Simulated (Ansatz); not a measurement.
System: CH7Cl2NSi2, charge 0, multiplicity 1. 
Coordinates optimised at B3LYP-D3(BJ)/def2-TZVP (Ansatz, a quantum-chemistry and plane-wave program):
```xyz
13

C      1.8117    -0.8005    -0.7272
Si     0.4273     0.0229     0.1800
Cl     0.2571     1.9520    -0.5571
Cl     0.8684     0.1638     2.1913
N     -1.0574    -0.8126     0.0659
Si    -1.9178    -1.2711    -1.3719
H      1.9780    -1.8015    -0.3267
H      2.7302    -0.2219    -0.6270
H      1.5727    -0.8830    -1.7888
H     -1.5695    -0.8756     0.9359
H     -0.9711    -1.1244    -2.4982
H     -2.3719    -2.6777    -1.2755
H     -3.1045    -0.4179    -1.6136
```
Charge 0, spin multiplicity 1.

Dipole moments at this geometry, in debye (magnitudes).

```csv
level,program,dipole (D)
SVWN5/def2-TZVPD,Ansatz,1.96
PBE/def2-TZVPD,Ansatz,1.91
BLYP/def2-TZVPD,Ansatz,1.90
revPBE/def2-TZVPD,Ansatz,1.89
B97M-V/def2-TZVPD,Ansatz,1.84
B3LYP/def2-TZVPD,Ansatz,1.95
PBE0/def2-TZVPD,Ansatz,1.97
r2SCANh/def2-TZVPD,Ansatz,1.95
HSE06/def2-TZVPD,Ansatz,1.97
CAM-B3LYP/def2-TZVPD,Ansatz,2.00
LC-wPBE/def2-TZVPD,Ansatz,2.02
wB97M-V/def2-TZVPD,Ansatz,…
CCSD(T)/aug-cc-pV(D+d)Z,Ansatz,…
```

Question: Complete the blanks.

Answer: 
- wB97M-V/def2-TZVPD, dipole (D): 1.92
- CCSD(T)/aug-cc-pV(D+d)Z, dipole (D): 1.93
